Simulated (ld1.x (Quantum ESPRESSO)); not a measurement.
# Reading a pseudo-wave (Hg)

Columns: radius, all-electron u(r) and pseudo u(r) of the 5d shell (level -9.88 eV) of mercury in the configuration [Kr] 4d10 4f14 5s2 5p6 5d10 6s2 6p0; PBEsol, scalar-relativistic, TM scheme, ld1.x (Quantum ESPRESSO) 7.5.

```tsv
r (bohr)	all-electron	pseudo
0.095	0.2936	0.0023
0.190	-0.0029	0.0182
0.285	-0.3781	0.0586
0.380	-0.4159	0.1296
0.475	-0.2144	0.2311
0.570	0.0695	0.3567
0.665	0.3418	0.4939
0.760	0.5623	0.6275
0.855	0.7216	0.7427
0.950	0.8242	0.8284
1.045	0.8803	0.8804
1.140	0.9008	0.9007
1.235	0.8954	0.8954
1.330	0.8723	0.8723
1.425	0.8375	0.8375
1.520	0.7955	0.7955
1.615	0.7497	0.7497
1.710	0.7024	0.7024
1.805	0.6551	0.6551
1.900	0.6089	0.6089
1.995	0.5645	0.5645
2.090	0.5223	0.5223
2.185	0.4824	0.4824
2.280	0.4451	0.4451
2.375	0.4102	0.4102
2.470	0.3778	0.3778
```

Question: How many radial nodes do the two functions have?

Answer: The all-electron 5d function has n − l − 1 = 2; the pseudo-wave has 0, since the states of the same l below it are removed with the core.

Question: At about which radius was the pseudo-wave matched?

Answer: 1.35 bohr. The columns agree to 0.0005 from 1.04 bohr on; several derivatives are matched, so the curves merge somewhat inside the radius.

Question: Is the pseudo-wave norm-conserving?

Answer: Yes: the TM scheme keeps the norm inside the radius equal to the all-electron one, which fixes the energy derivative of the logarithmic derivative at the level.
